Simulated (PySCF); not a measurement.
# How methods differ on the excitation energy of Ca

Ca [Ar] 4s2 (1S) → Ca [Ar] 4p2 (3P), as a difference of total energies. All numbers are calculated (PySCF 2.14, the spin-free X2C one-electron Hamiltonian (Gaussian nucleus), in ANO-RCC-VTZP (6s5p2d1f, 38 functions)). Correlated levels: valence: [Ar] frozen; valence and next inner shell: [Ne] frozen. The calculations carry no spin-orbit coupling.

Q: Order these methods by the excitation energy they give, lowest first.
A. PBE0
B. SCS-MP2 (valence and next inner shell)
C. B97-3
D. PBE

A: D (4.320 eV), A (4.389 eV), C (4.696 eV), B (4.976 eV).

Errors of the correlated levels include the incompleteness of this basis and the frozen core.

The basis was made for the ground configuration and has no added diffuse functions, so the excitation energy can come out too high.

For comparison: 4.774 eV (measured; NIST levels, between the centres of gravity of the two terms).
